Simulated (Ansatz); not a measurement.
Process, species as SMILES: O[Si](O)(O)F → O[Si](O)O + F atom (the F-Si bond at the site shown breaks; other sites are not compared here)
Each molecule is optimised on its own at B3LYP-D3(BJ)/def2-TZVP (Ansatz, a program for electronic structure), one conformer each, not searched for the lowest. Frequencies are from Ansatz.
Geometry of the first species:
SMILES: O[Si](O)(O)F
```xyz
8

Si     0.0007    -0.0003    -0.0170
F     -0.0678     0.0278     1.5817
O     -0.7923     1.2887    -0.6039
O      1.5552     0.0491    -0.4816
O     -0.6928    -1.3665    -0.5530
H     -0.5010     2.1695    -0.3569
H      2.1518    -0.6459    -0.1938
H     -1.6127    -1.5392    -0.3394
```

Wanted: bond dissociation energy (0 K, with B3LYP-D3(BJ) harmonic zero-point energies), in kcal/mol. Cores are frozen in the correlated levels unless marked. UHF or UKS for open shells. No spin-orbit coupling. Non-relativistic. Basis-set limits of correlation are two-point, X^-3; Hartree-Fock from the larger set. The bracket is a focal-point correction in the basis named.

| level | program | bond dissociation energy (kcal/mol) |
|---|---|---|
| HF/6-31G | Ansatz | 98.1 |
| PBE-D3(BJ)/def2-TZVPD | Ansatz + dftd3 | 157.9 |
| revPBE-D4/def2-TZVPD | Ansatz + dftd4 | 152.9 |
| PBE0/def2-QZVPP | Ansatz | 157.4 |
| wB97X-V/def2-TZVPD | Ansatz | 161.9 |
| B2PLYP-D4/def2-TZVPD | Ansatz + dftd4 | 160.8 |
| MP2/6-31G | Ansatz | 128.0 |
| RI-MP2/aug-cc-pV(Q+d)Z | Ansatz | 171.8 |
| CCSD(T)/aug-cc-pV(D+d)Z | Ansatz | 153.1 |
| RI-MP2/CBS(aug-cc-pV(T+d)Z,aug-cc-pV(Q+d)Z)+[CCSD(T)-MP2]/aug-cc-pV(T+d)Z | Ansatz | 166.4 |
